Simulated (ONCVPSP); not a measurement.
**S: what ONCVPSP 4.0.1 does with a changed input**

Command:

```bash
oncvpsp.x < S.dat > S.out
```

Input:

```
# ATOM AND REFERENCE CONFIGURATION
# atsym  z   nc   nv     iexc    psfile
  S 16.00    3    2  -116133      upf
#
#   n    l    f
    1    0    2.00
    2    0    2.00
    2    1    6.00
    3    0    2.00
    3    1    4.00
#
# PSEUDOPOTENTIAL AND OPTIMIZATION
# lmax
    2
#
#   l,   rc,      ep,       ncon, nbas, qcut
    0    1.25    0.00    4    8    5.00
    1    1.65    0.00    4    7    5.10
    2    1.70    0.07    2    7    5.80
#
# LOCAL POTENTIAL
# lloc, lpopt,  rc(5),   dvloc0
    4    3    1.20    0.00
#
# VANDERBILT-KLEINMAN-BYLANDER PROJECTORs
# l, nproj, debl
    0    2    3.40
    1    2    0.90
    2    1    1.50
#
# MODEL CORE CHARGE
# icmod, fcfact, rcfact
    2    0.20    1.05
#
# LOG DERIVATIVE ANALYSIS
# epsh1, epsh2, depsh
   -2.00    5.00    0.02
#
# OUTPUT GRID
# rlmax, drl
    6.00    0.01
#
# TEST CONFIGURATIONS
# ncnf
    4
# nvcnf
#   n    l    f
    2
    3    0    2.00
    3    1    3.00
#
    2
    3    0    2.00
    3    1    2.00
#
    2
    3    0    2.00
    3    1    1.00
#
    2
    3    0    1.00
    3    1    5.00
#
```

This is an input that runs to its end, with one change: ncon of l = 2 set to 2.

Q: How does the run end?

A: The program refuses the input: "test_data: must have 3 <= ncon <= 5, l= 2".

```
ONCVPSP  (Optimized Norm-Conservinng Vanderbilt PSeudopotential)
scalar-relativistic version 4.0.1

test_data: must have 3 <= ncon <= 5, l=   2
ERROR: test_data found   1 ERROR; stopping
```
